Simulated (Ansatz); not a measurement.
Telling isomers of C4H7B apart by their spectra

These gas-phase data were calculated for one isomer of C4H7B at PBE0-D3(BJ)/def2-SVP (harmonic, unscaled wavenumbers; equilibrium rotational constants with average atomic masses):

| Property | Result |
| --- | --- |
| rotational constants | 7.88, 7.129, 3.922 GHz |
| all wavenumbers above 1500 cm⁻¹ | 3218, 3164, 3108, 3083, 3066, 3044, 2622, 1626 |

Candidates:

(1) `B1C=CCC1`, a singlet
(2) `B/C=C\C=C`, a singlet

**Question.** Assign the data to one candidate and say why.

**Answer.** Candidate (1). 1 mode lies between 2350 and 2900 cm⁻¹, one for each B–H bond, while (2) has 2.

The same quantities for all candidates:

```tsv
	rotational constants (GHz)	wavenumbers above 1500 cm⁻¹	E above the lowest, PBE0-D3(BJ)/def2-SVP (kcal/mol)
(1)	7.88, 7.129, 3.922	3218, 3164, 3108, 3083, 3066, 3044, 2622, 1626	0.0
(2)	16.45, 2.802, 2.394	3272, 3214, 3174, 3164, 3139, 2657, 2574, 1716, 1637	31.5
```

Harmonic stretches to hydrogen usually lie a few per cent above observed fundamentals. Each candidate is one conformer. Programs: Ansatz 0.2.0.
